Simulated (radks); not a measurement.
Task: Numerical settings for neutral chlorine, [Ne] 3s2 3p5. Calculated with a radial shooting solver on a logarithmic mesh with Libxc functionals: scalar-relativistic Kohn-Sham, PBE, spin-polarised, spherical densities, finite nucleus; open shells are filled with parallel spins first; Fermi nuclear charge, rms radius 3.3654 fm. The defaults (mesh step 0.008 in ln r, mesh end at 40 bohr or more with all orbitals vanishing there, Anderson mixing 0.5 over 9 steps, residual threshold near 1e-9 with the energy settled to 1e-9 hartree or 1e-11 of itself, here a cap of 67 iterations) give E = -461.4409 hartree and 3p at -8.119 eV in 17 iterations. Run on one thread of a shared host, so times are rough (Arm Neoverse V2): 0.11 s of CPU time, 0.11 s wall, 17 iterations on 2309 mesh points. One setting is changed at a time: mesh step in ln r 0.2; mesh step in ln r 0.003; mesh step in ln r 0.005; mesh end (bohr) 12; mesh end (bohr) 400; residual threshold 0.1; residual threshold 0.001; mixing 0.2; linear mixing, mixing 0.05; linear mixing, mixing 0.5; mixing history 2; iteration cap 5. Which runs fail to converge, and which converge to a wrong energy?

Result: Not converged within the cap: mesh step in ln r 0.2; linear mixing, mixing 0.05; linear mixing, mixing 0.5; iteration cap 5. No run marked as converged misses the energy by more than 1 mhartree.
